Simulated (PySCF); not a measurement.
# Computed structure and properties of [LaBr2]+

System: [LaBr2]+ (singlet); start: template (C2v). Method: PySCF 2.14.0, RKS PBE0, La lcecp-1-SVP with ECP46, Br def2-SVP; non-relativistic Hamiltonian with scalar-relativistic core potentials where named; density fitting; no spin-orbit coupling.

Input of the relaxation:

```python
mol = gto.M(atom='''
La     0.00000     0.00000    -0.62237
Br     2.61450    -0.00000     0.54773
Br    -2.61450     0.00000     0.54773''',
    basis={'La': 'lcecp-1-SVP', 'Br': 'def2-SVP'},
    ecp={'La': 'lcecp-1-SVP'},
    charge=1, spin=0)
mf = dft.RKS(mol, xc='PBE0')
mf.grids.atom_grid = (50, 194)  # f atoms: unpruned, at least (60, 302)
mf = mf.density_fit()  # fitting sets: La AutoAux, Br def2-universal-JKFIT
mf.conv_tol = 1e-08; mf.max_cycle = 55
mf.kernel(dm0)  # dm0: converged density of the start geometry
# quasi-Newton relaxation in Cartesian coordinates to a largest gradient under 0.00045 Eh/bohr, steps kept in the point group
```

Run from Python with OMP_NUM_THREADS=2; the lines above give its settings. Where DIIS fails, smearing, a level shift and second-order steps follow.
It took 29 s on 2 threads of Arm Neoverse V2, on a shared host, from the converged density of the start.

Course of the relaxation:

| step | energy above end (eV) | largest force component within the symmetry (eV/Å) |
| --- | --- | --- |
| 0 | 0.5263 | 1.728 |
| 1 | 0.2199 | 0.993 |
| 2 | 0.0996 | 0.630 |
| 3 | 0.0591 | 0.298 |
| 4 | 0.0204 | 0.483 |
| 5 | 0.0076 | 0.179 |
| 6 | 0.0008 | 0.024 |
| 7 | 0.0000 | 0.003 |

Relaxed geometry (C2v):

```xyz
3

La    0.0000    0.0000   -0.8837
Br    2.1375    0.0000    0.6784
Br   -2.1375    0.0000    0.6784
```

```tsv
contact	Å
La1–Br2 (Br)	2.647
La1–Br3 (Br)	2.647
```

On the finer grid (75, 302):

```
HOMO                                                          : -12.66 eV
LUMO                                                          : -7.50 eV
Dipole about the centre of mass                               : 8.25 D
Set of Mulliken populations of La1 outside the core potential : s 2.14, p 6.15, d 1.33, f 0.05
D3(BJ) dispersion energy (not in the energies)                : -0.110 eV
```

```json
{"atom": "La1", "Mulliken (e)": "1.33", "Löwdin (e)": "0.74", "spin (e)": "0.00"}
{"atom": "Br2", "Mulliken (e)": "-0.17", "Löwdin (e)": "0.13", "spin (e)": "0.00"}
{"atom": "Br3", "Mulliken (e)": "-0.17", "Löwdin (e)": "0.13", "spin (e)": "0.00"}
```

The large-core potential holds the 4f shell empty.

On the grid (50, 194), as all that follows. Harmonic modes: a minimum within the noise of the softest modes; lowest 52 cm⁻¹ (negative: unstable), highest 266 cm⁻¹, zero-point energy 0.035 eV.

Taking off one Br (charge -1, singlet; the rest: singlet) in vacuum, both parts rigid, costs 13.07 eV; the small basis without counterpoise inflates it. Most of it is the attraction of opposite charges; other ways to part are cheaper, and one spin state was tried for the rest.

Rigid scan of Br along the line from its metal:

```csv
distance to Br2 (Å),energy (eV)
2.35,0.852
2.45,0.335
2.55,0.074
2.65,0.000
2.75,0.054
2.85,0.199
3.05,0.652
3.35,1.495
3.75,2.596
4.25,3.710
```

One start shape was tried, so this needn't be the lowest isomer.
